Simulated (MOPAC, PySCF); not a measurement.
C$_{9}$H$_{7}$NSSi, SMILES `c1c([SiH3])cc2c(c1C#N)scc2`, neutral singlet in the gas phase. 

Cartesian coordinates (Å):
SMILES: c1c2ccsc2c(cc1[SiH3])C#N
```xyz
19

N      0.4068     4.2482    -0.2056
C      0.2660     3.0835    -0.1496
C      0.1081     1.6621    -0.0810
C     -1.1709     1.0725    -0.0829
C     -1.3433    -0.3336    -0.0148
Si    -3.0797    -1.0816    -0.0315
C     -0.2080    -1.1591     0.0577
C      1.0934    -0.6062     0.0619
C      2.3728    -1.2663     0.1291
C      3.4209    -0.3811     0.1108
S      2.9176     1.2891     0.0091
C      1.2406     0.8115    -0.0084
H     -2.0435     1.7409    -0.1384
H     -3.9185    -0.4921     1.0698
H     -3.7678    -0.8024    -1.3407
H     -2.9647    -2.5680     0.1621
H     -0.3195    -2.2536     0.1134
H      2.4960    -2.3560     0.1889
H      4.4938    -0.6077     0.1503
```
Charge 0, multiplicity 1.

All levels are single points at this geometry (PBE-D3(BJ)/def2-SVP); Pople sets use spherical d functions. Orbital energies aren't observables, and empty levels follow the basis.

B3LYP/6-311+G** in PySCF gives gap (eV) = 4.61.

### Question
Estimate the gap (eV) from each of these levels: PBE-D3(BJ)/def2-TZVP in PySCF; B3LYP/LANL2DZ in PySCF; BP86/6-31G* in PySCF; PBE/6-31G* in PySCF; SVWN5/6-31G* in PySCF; HF/6-31G* in PySCF; AM1 in MOPAC; PM6 in MOPAC.

### Answer

```csv
level,gap (eV)
PBE-D3(BJ)/def2-TZVP in PySCF,3.26
B3LYP/LANL2DZ in PySCF,4.74
BP86/6-31G* in PySCF,3.35
PBE/6-31G* in PySCF,3.35
SVWN5/6-31G* in PySCF,3.31
HF/6-31G* in PySCF,10.39
AM1 in MOPAC,8.10
PM6 in MOPAC,8.02
```
